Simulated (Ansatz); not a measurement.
Geometry optimisation of `F[SiH](Cl)[GeH2][Cl]`.

```yaml
crystal:
  periodic: [false, false, false]
  atoms:
    - {symbol: F, position_ang: [-0.604537, 2.043945, 0.871810]}
    - {symbol: Si, position_ang: [-1.012454, 0.655495, 0.109649]}
    - {symbol: Cl, position_ang: [-2.375308, -0.368843, 1.294459]}
    - {symbol: Ge, position_ang: [0.941138, -0.705676, -0.082134]}
    - {symbol: Cl, position_ang: [2.273214, 0.356427, -1.459941]}
    - {symbol: H, position_ang: [-1.661942, 1.011802, -1.192616]}
    - {symbol: H, position_ang: [0.637836, -2.091802, -0.707725]}
    - {symbol: H, position_ang: [1.687053, -0.866849, 1.266698]}
basis:
  gaussian: {orbitals: def2-TZVP}
hamiltonian: {xc: pbe0, dispersion: d4}
relax: {f_tol: 0.005, max_steps: 150}
```

```sh
$ ansatz run in.yaml --threads 4 --pin off --events-out ev --progress --plain --max-ram 10444MiB
```

Shortened log:

```
Functional definition: PBE0
mean field -92192.29586972 eV, -3388.0043830296 hartree, gradient 1.7e-5 eV, S^2 0.000000; 0 other end points of the search recorded, 0 dependent functions left out
relax step   1: F+E_penalty+E_count = -92192.50542007 eV  Δ(F+E_penalty+E_count) = +0.000e0 eV  max|allowed force component| = 1.155e0 eV/Å  Δτ_max = 0.0000 Å  (27 SCF iters, accepted)
mean field -92192.33778895 eV, -3388.0059235331 hartree, gradient 7.4e-6 eV, S^2 0.000000; 0 other end points of the search recorded, 0 dependent functions left out
relax step   2: F+E_penalty+E_count = -92192.54818448 eV  Δ(F+E_penalty+E_count) = -4.276e-2 eV  max|allowed force component| = 7.340e-1 eV/Å  Δτ_max = 0.0385 Å  (29 SCF iters, accepted)
mean field -92192.34850584 eV, -3388.0063173713 hartree, gradient 7.1e-6 eV, S^2 0.000000; 0 other end points of the search recorded, 0 dependent functions left out
relax step   3: F+E_penalty+E_count = -92192.55925414 eV  Δ(F+E_penalty+E_count) = -1.107e-2 eV  max|allowed force component| = 2.818e-1 eV/Å  Δτ_max = 0.0488 Å  (29 SCF iters, accepted)
mean field -92192.35172392 eV, -3388.0064356336 hartree, gradient 2.5e-5 eV, S^2 0.000000; 0 other end points of the search recorded, 0 dependent functions left out
relax step   4: F+E_penalty+E_count = -92192.56228990 eV  Δ(F+E_penalty+E_count) = -3.036e-3 eV  max|allowed force component| = 1.055e-1 eV/Å  Δτ_max = 0.0235 Å  (29 SCF iters, accepted)
mean field -92192.35201017 eV, -3388.0064461531 hartree, gradient 2.3e-5 eV, S^2 0.000000; 0 other end points of the search recorded, 0 dependent functions left out
relax step   5: F+E_penalty+E_count = -92192.56262707 eV  Δ(F+E_penalty+E_count) = -3.372e-4 eV  max|allowed force component| = 2.155e-2 eV/Å  Δτ_max = 0.0102 Å  (30 SCF iters, accepted)
mean field -92192.35214533 eV, -3388.0064511201 hartree, gradient 2.3e-5 eV, S^2 0.000000; 0 other end points of the search recorded, 0 dependent functions left out
relax step   6: F+E_penalty+E_count = -92192.56271057 eV  Δ(F+E_penalty+E_count) = -8.351e-5 eV  max|allowed force component| = 6.278e-3 eV/Å  Δτ_max = 0.0080 Å  (30 SCF iters, accepted)
mean field -92192.35214075 eV, -3388.0064509517 hartree, gradient 2.3e-5 eV, S^2 0.000000; 0 other end points of the search recorded, 0 dependent functions left out
relax step   7: F+E_penalty+E_count = -92192.56272640 eV  Δ(F+E_penalty+E_count) = -1.583e-5 eV  max|allowed force component| = 6.269e-3 eV/Å  Δτ_max = 0.0057 Å  (31 SCF iters, accepted)
mean field -92192.35213234 eV, -3388.0064506428 hartree, gradient 9.7e-6 eV, S^2 0.000000; 0 other end points of the search recorded, 0 dependent functions left out
relax step   8: F+E_penalty+E_count = -92192.56274224 eV  Δ(F+E_penalty+E_count) = -1.583e-5 eV  max|allowed force component| = 1.923e-3 eV/Å  Δτ_max = 0.0035 Å  (24 SCF iters, accepted)
mean field -92192.35213234 eV, -3388.0064506428 hartree, gradient 9.8e-6 eV, S^2 0.000000; 1 other end points of the search recorded, 0 dependent functions left out
Total energy: -92192.56277579 eV, -3388.0141916467 hartree
Atom 0 at    -0.627207     2.009785     0.869345 Å, force    -0.000449    -0.000569    -0.000192 eV/Å
Atom 1 at    -1.006830     0.656150     0.122868 Å, force    -0.001496     0.000932     0.001923 eV/Å
Atom 2 at    -2.377098    -0.345370     1.262799 Å, force     0.000971     0.001030    -0.001374 eV/Å
Atom 3 at     0.941898    -0.700270    -0.076983 Å, force    -0.001501    -0.001412    -0.000288 eV/Å
Atom 4 at     2.248210     0.335474    -1.454916 Å, force    -0.000197    -0.000625     0.000597 eV/Å
Atom 5 at    -1.635215     1.005101    -1.168898 Å, force     0.000339    -0.000063     0.000167 eV/Å
Atom 6 at     0.635560    -2.070131    -0.698373 Å, force     0.001513     0.000255     0.000193 eV/Å
Atom 7 at     1.705681    -0.856240     1.244358 Å, force     0.000820     0.000453    -0.001026 eV/Å
Dipole moment:    -0.158514    -0.283231     0.025995 e Å
```

Hardware: 4 threads of an Arm Neoverse V2 on a shared host. Wall time 35 s, peak host memory 0.72 GiB.
